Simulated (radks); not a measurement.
The numbers below are computed, except where a source is named.
The oxygen ion O+, [He] 2s2 2p3. Code: a radial shooting solver on a logarithmic mesh with Libxc functionals. Model: non-relativistic Kohn-Sham, PBE, spin-polarised, spherical densities, point nucleus. Every spin shell is full or empty, so the densities are truly spherical. Functionals are evaluated on that one density, not self-consistently. Rank these orbital-free kinetic functionals by their error against the exact value of the orbitals, and give that value: Thomas-Fermi, von Weizsacker, TF + vW/9, LC94, APBEK, Perdew 92, LKT, DePristo-Kress, Ernzerhof.

Answer. Exact: 74.3334 hartree. From best to worst, with 100 (|E| - |E exact|)/|E exact| (equal figures are ties): LC94 +0.13, Perdew 92 -0.17, TF + vW/9 -0.19, APBEK +0.21, DePristo-Kress -0.61, Ernzerhof +1.20, Thomas-Fermi -8.93, von Weizsacker -21.34, LKT +43.37.
